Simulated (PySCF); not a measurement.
## [C3H9NOSi2]-: g tensor and hyperfine couplings

Compound: C3H9NOSi2 (charge -1 and doublet state).
Z-matrix (Å and degrees, GFN2-xTB geometry), rows numbered from 1:
```
O 
C   1  1.2498
N   2  1.3592  1  124.62
Si  3  1.7319  2  128.37  1   179.07
C   4  1.9406  3  115.49  2    48.62
Si  5  1.9303  4   93.90  3  -117.08
C   6  1.9308  5   86.40  4    -0.84
H   2  1.0995  1  122.56  3  -179.89
H   3  1.0087  2  112.39  1     0.58
H   4  1.4723  3  103.72  2   179.22
H   5  1.0934  4  114.52  3   124.17
H   5  1.0922  4  114.47  3     1.81
H   6  1.4743  5  114.68  4  -116.66
H   6  1.4687  5  116.20  4   116.66
H   7  1.0923  4  114.67  3    -3.18
H   7  1.0935  4  114.34  3  -125.55
```

The hyperfine couplings belong to this conformer and change with its torsions.

The species is `[O-][CH]N[SiH]1C[SiH2]C1` [radical] (charge -1).

The calculation used UKS B3LYP, pcH-1 on C H N O Si, non-relativistic, mean-field spin-orbit, GIAO in PySCF. Whether the extra electron is bound in the gas phase wasn't checked; a finite basis holds it in any case. A GFN2-xTB geometry isn't a minimum of the functional, and hyperfine couplings can be far from their values at a DFT geometry, by a factor of two or more for some ions and for spin on atoms past the first row. The SCF solution wasn't tested for stability.

```json
{"g1, g2, g3": "2.00213, 2.00599, 2.00800", "g_iso": "2.00537", "Form of g": "rhombic: the two nearest values differ by 34 % of g3 − g1", "⟨S²⟩": "0.7560 (exact 0.7500)", "α and β electrons": "36, 35"}
```

Isotropic coupling and dipolar principal values T1 to T3, in 10⁻⁴ cm⁻¹ (1 × 10⁻⁴ cm⁻¹ = 2.998 MHz):

| atom | isotope | a_iso | of which spin–orbit | T1 | T2 | T3 | Mulliken spin population |
| --- | --- | --- | --- | --- | --- | --- | --- |
| O1 | 17O | -4.5 | 0.0 | -16.4 | 7.9 | 8.5 | 0.13 |
| C2 | 13C | 7.2 | 0.0 | -7.9 | -7.3 | 15.3 | 0.25 |
| N3 | 14N | -2.2 | 0.0 | -1.4 | 0.6 | 0.8 | -0.06 |
| Si4 | 29Si | -7.9 | 0.2 | -13.5 | 6.6 | 6.9 | 0.39 |
| C5 | 13C | 54.0 | 0.0 | -1.7 | 0.2 | 1.5 | -0.01 |
| Si6 | 29Si | -4.3 | 0.2 | -11.0 | 5.5 | 5.5 | 0.43 |
| C7 | 13C | 54.8 | 0.0 | -1.7 | 0.2 | 1.5 | -0.01 |
| H8 | 1H | -7.0 | 0.0 | -3.4 | -0.2 | 3.7 | -0.02 |
| H9 | 1H | 1.1 | 0.0 | -0.8 | -0.5 | 1.4 | 0.00 |
| H10 | 1H | -7.2 | 0.0 | -2.0 | 0.6 | 1.4 | -0.03 |
| H11 | 1H | 0.0 | 0.0 | -1.2 | 0.0 | 1.3 | 0.00 |
| H12 | 1H | -0.8 | 0.0 | -0.8 | 0.3 | 0.5 | -0.02 |
| H13 | 1H | -6.2 | 0.0 | -1.8 | 0.4 | 1.4 | -0.02 |
| H14 | 1H | -6.3 | 0.0 | -1.7 | 0.3 | 1.4 | -0.02 |
| H15 | 1H | -0.7 | 0.0 | -0.8 | 0.3 | 0.5 | -0.02 |
| H16 | 1H | -0.1 | 0.0 | -1.2 | 0.0 | 1.2 | 0.00 |

The Mulliken spin populations are largest on Si6 (+0.43), Si4 (+0.39), C2 (+0.25) and O1 (+0.13). Three atoms exceed +0.15.

C2, the radical centre as drawn in `[O-][CH]N[SiH]1C[SiH2]C1`, holds a spin population of +0.25 out of 1.

Axes: g2 points within 5° of the Si4–H10 bond and g3 points within 6° of the O1–C2 bond.

Under fast tumbling the dipolar parts average out, and these isotropic splittings remain (the largest six): 1 × 1H (H10, I = 1/2, 2 lines) with 0.77 mT, 1 × 1H (H8, I = 1/2, 2 lines) with 0.75 mT, 1 × 1H (H14, I = 1/2, 2 lines) with 0.67 mT, 1 × 1H (H13, I = 1/2, 2 lines) with 0.66 mT, 1 × 14N (N3, I = 1, 3 lines) with 0.23 mT and 1 × 1H (H9, I = 1/2, 2 lines) with 0.12 mT.

Nuclei that the bonding pattern makes equivalent are averaged, as if the motion that swaps them (rotation, inversion, ring flip) were fast.

The 17O coupling of O1 (-13.4 MHz) shows only in satellite lines or after enrichment, since that isotope makes up about 0.038 % of natural oxygen.

The 13C coupling of C5/C7 (mean 163.1 MHz) shows only in satellite lines or after enrichment, since that isotope makes up about 1.07 % of natural carbon.
